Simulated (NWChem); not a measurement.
Basis-set convergence for Cl2Pb

```xyz
3

Pb     0.0000     0.0000    -0.4658
Cl     1.9363     0.0000     1.1233
Cl    -1.9363     0.0000     1.1233
```
Charge 0, spin multiplicity 1.

All runs are NWChem calculations. Structure: optimised with B3LYP/def2-SVP with def2 effective core potentials on Pb, a minimum by its harmonic frequencies.

Quantity: first vertical ionisation energy at the level G0W0@PBE.

Effective core potentials replace the inner electrons of Pb; spin-orbit coupling is left out. GW and range-separated runs recompute their integrals, the others keep them in memory, which bears on the times. The structure started from a generated list of species.

The cost column gives rough processor time relative to def2-SVP; each entry includes its own SCF.

```csv
basis,functions,first vertical ionisation energy (eV),relative cost
def2-SVP,62,(withheld),1
def2-SVPD,86,(withheld),under 3
def2-TZVP,124,(withheld),5
def2-TZVPP,134,9.62,5
def2-TZVPD,148,9.61,7
def2-QZVP,222,9.84,30
```

**Question.** Some entries are withheld; supply them.

**Answer.** 
- def2-SVP, first vertical ionisation energy (eV): 8.91
- def2-SVPD, first vertical ionisation energy (eV): 9.27
- def2-TZVP, first vertical ionisation energy (eV): 9.59
